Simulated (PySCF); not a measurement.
(F)3Zr-O-SiH3 (singlet state).
Geometry (PBE0-D3(BJ)/def2-SVP, Å), atoms numbered from 1 in this order:
```xyz
9
F3H3OSiZr angstrom
Zr    -1.5566    0.3609    0.7078
F     -2.0731   -0.9372    2.0003
F     -1.4419    2.0787    1.5189
F     -2.8610    0.3855   -0.6755
O      0.1560   -0.0820   -0.0457
Si     1.6479   -0.3994   -0.7314
H      2.5702   -0.9259    0.3158
H      2.2043    0.8618   -1.3013
H      1.4869   -1.4117   -1.8147
```

Level of theory: PySCF, PBE0-D3(BJ)/def2-SVP geometry optimisation, gas phase, def2 core potentials past Kr.

Which atoms are bound to Zr1, and at what distances?

4 atoms: F4 1.902 Å, F3 1.903 Å, F2 1.903 Å, O5 1.923 Å. The nearest atom not counted as bound is Si6, at 3.59 Å.

List the angles at Zr1.

```
    angle  degrees  distance of the outer atoms (Å)
F2–Zr1–O5    110.5                             3.14
F2–Zr1–F3    110.0                             3.12
F3–Zr1–F4    109.9                             3.11
F4–Zr1–O5    109.2                             3.12
F3–Zr1–O5    108.7                             3.11
F2–Zr1–F4    108.5                             3.09
```

What is the shape at Zr1?

Tetrahedral: angles from 108.5° to 110.5°; τ4 = (360° − α − β)/141° = 0.99 with α and β the two widest (0 for a square, 1 for a tetrahedron).

What are the other bond lengths?

O5–Si6 1.672 Å; Si6–H7, Si6–H8, Si6–H9 1.492 Å.

Give some angles away from the centre.

Zr1–O5–Si6 177.5°.

Point group: near C3, missed by 0.12 Å at most; the miss may be what the optimiser left on a soft mode. Charge 0, singlet. Not checked by PBE0-D3(BJ)/def2-SVP frequencies.

Time: 2.8 min; peak memory 0.48 GiB. Hardware: one thread of an Arm Neoverse V2, shared host with 96 logical CPUs at a one-minute load of 43. That covers the optimisation of the geometry.
